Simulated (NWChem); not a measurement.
Species: Cl2 anion, doublet

```xyz
2

Cl     0.0000     0.0000    -1.3603
Cl     0.0000     0.0000     1.3603
```
Atoms are numbered in this order, from 1.

Results from NWChem. Pople sets run with spherical d functions. Spin-unrestricted. Sets without diffuse functions describe the anion's extra electron poorly. Geometry: optimised at B3LYP/def2-SVPD, spin-unrestricted. No stability test was run on the SCF state. Total energies compare along this basis series because the functional is fixed.

```csv
level,basis functions,energy (Ha),highest occupied level (eV),"lowest empty minus highest occupied level, either spin (eV)"
UHF/STO-3G,18,-909.0776,-0.43,9.71
UHF/3-21G,26,-914.6626,-4.24,9.56
UHF/6-31G*,36,-918.9973,___,9.50
UHF/6-31+G*,44,-919.0056,-4.65,9.04
UHF/6-311G**,52,-919.0588,-4.65,9.25
UHF/6-311++G**,60,-919.0598,-4.65,9.05
UHF/def2-TZVPD,92,-919.0627,-4.67,9.01
UHF/def2-QZVP,140,-919.0858,-4.61,9.46
```

**Question.** Complete the blanks.

**Answer.** 
- UHF/6-31G*, highest occupied level (eV): -4.30
